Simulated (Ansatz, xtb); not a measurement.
# Relative energy of two isomers of C3H8GeO

Structure a is `[CH3][Ge@@H]1[CH2]C[O]1`, a singlet and structure b is `CC(=O)[CH2][GeH3]`, a singlet. Both are isolated molecules in the gas phase, relaxed with B3LYP/def2-SVP, each in the lowest conformer that the search found.

Task: Estimate which is lower in electronic energy at CCSD(T)/def2-SVP + ΔMP2/def2-TZVPP, and by roughly how much.

Result: Not settled: CCSD(T)/def2-SVP + ΔMP2/def2-TZVPP gives E(b) − E(a) = +4.1 kcal/mol, but this leans on the basis-set step: CCSD(T) alone gives −4.1 kcal/mol.

Level by level:

| level | geometry | E(b) − E(a) (kcal/mol) | departure from the last row (kcal/mol) | job, with rough time for the two |
| --- | --- | --- | --- | --- |
| GFN2-xTB | GFN2-xTB | −1.5 | −5.6 | optimisation, 0.39 s |
| HF/STO-3G | GFN2-xTB | +15.1 | +11.0 | single point, 0.75 s |
| r2SCAN-D4/def2-SVP | GFN2-xTB | −1.1 | −5.2 | single point, 3.9 s |
| B3LYP/def2-SVP | B3LYP/def2-SVP | −2.7 | −6.8 | optimisation, 78 s |
| HF/def2-SVP | B3LYP/def2-SVP | −5.3 | −9.4 | part of the CCSD(T) run |
| MP2/def2-SVP | B3LYP/def2-SVP | −2.1 | −6.3 | part of the CCSD(T) run |
| CCSD(T)/def2-SVP | B3LYP/def2-SVP | −4.1 | −8.2 | single point |
| CCSD(T)/def2-SVP + ΔMP2/def2-TZVPP | B3LYP/def2-SVP | +4.1 |  | single point, 51 s |

As drawn, b has 1 C–C, 1 C=O, 2 Ge–H in place of 1 C–Ge, 1 C–O, 1 Ge–O, 2 C–H. Structure a has a 4-membered ring, b no ring.

GFN2-xTB, r2SCAN-D4/def2-SVP, B3LYP/def2-SVP, HF/def2-SVP, MP2/def2-SVP, CCSD(T)/def2-SVP put the two in the other order. The largest departure from CCSD(T)/def2-SVP + ΔMP2/def2-TZVPP is that of HF/STO-3G, 11.0 kcal/mol. The last row adds to CCSD(T) the change of the MP2 difference between the two basis sets, here +8.2 kcal/mol, a large step that makes the value less sure.

With thermal terms from frequencies at re-optimised GFN2-xTB minima (ideal gas, soft modes damped towards free rotors, one conformer each, 298.15 K, 1 atm): on the last row, ΔE + ΔZPE = +1.2, ΔH = +1.4, ΔG = +0.6 kcal/mol.

The correlated steps freeze 13 core orbitals; the filled d shell of Ge is correlated, in a basis made for valence electrons. Mirror images aren't counted in ΔG. Run with Ansatz 0.2.0, xtb 6.7.1; the last row on 2 threads of Intel(R) Xeon(R) Processor on a shared host.
